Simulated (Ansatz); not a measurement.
Dimethylphenylsulfonium tetrafluoroborate, `C[S+](C)c1ccccc1.F[B-](F)(F)F`. Total charge 0; singlet. Geometry PBE-D4/def2-SVP; atoms count from 1.

```tsv
atom	x (Å)	y (Å)	z (Å)
C1	0.690	1.831	1.273
S2	-0.656	1.006	0.384
C3	-1.835	0.743	1.750
C4	-0.079	-0.670	0.090
C5	-0.159	-1.086	-1.250
C6	0.246	-2.392	-1.561
C7	0.729	-3.246	-0.557
C8	0.812	-2.803	0.774
C9	0.405	-1.504	1.109
H10	1.532	1.815	0.559
H11	0.353	2.875	1.405
H12	0.907	1.325	2.232
H13	-2.200	1.744	2.050
H14	-2.674	0.152	1.339
H15	-1.375	0.221	2.610
H16	-0.503	-0.373	-2.017
H17	0.194	-2.738	-2.604
H18	1.051	-4.267	-0.812
H19	1.199	-3.471	1.558
H20	0.474	-1.159	2.152
F21	-0.933	1.666	-2.580
B22	0.171	2.433	-2.134
F23	1.085	1.491	-1.487
F24	0.817	3.077	-3.163
F25	-0.251	3.333	-1.120
```

(1) Estimate the Mulliken populations from the PBE0/def2-TZVP orbitals of Ansatz.

(2) And the Mayer bond orders between bonded heavy atoms (over 0.3)?

Answers

(1) 
| atom | charge (e) |
| --- | --- |
| C1 | -0.38 |
| S2 | 0.36 |
| C3 | -0.41 |
| C4 | 0.11 |
| C5 | -0.09 |
| C6 | -0.14 |
| C7 | -0.10 |
| C8 | -0.13 |
| C9 | -0.19 |
| H10 | 0.22 |
| H11 | 0.19 |
| H12 | 0.15 |
| H13 | 0.18 |
| H14 | 0.18 |
| H15 | 0.15 |
| H16 | 0.21 |
| H17 | 0.14 |
| H18 | 0.14 |
| H19 | 0.13 |
| H20 | 0.13 |
| F21 | -0.36 |
| B22 | 0.63 |
| F23 | -0.40 |
| F24 | -0.34 |
| F25 | -0.38 |
Mulliken values and Mayer orders depend strongly on the basis.

(2) C1–S2 1.00 (1.81 Å); S2–C3 1.00 (1.82 Å); S2–C4 0.96 (1.80 Å); C4–C5 1.39 (1.40 Å); C4–C9 1.32 (1.40 Å); C5–C6 1.42 (1.40 Å); C6–C7 1.41 (1.40 Å); C7–C8 1.41 (1.41 Å); C8–C9 1.48 (1.40 Å); F21–B22 0.95 (1.42 Å); B22–F23 0.82 (1.46 Å); B22–F24 1.09 (1.38 Å); B22–F25 0.94 (1.42 Å).
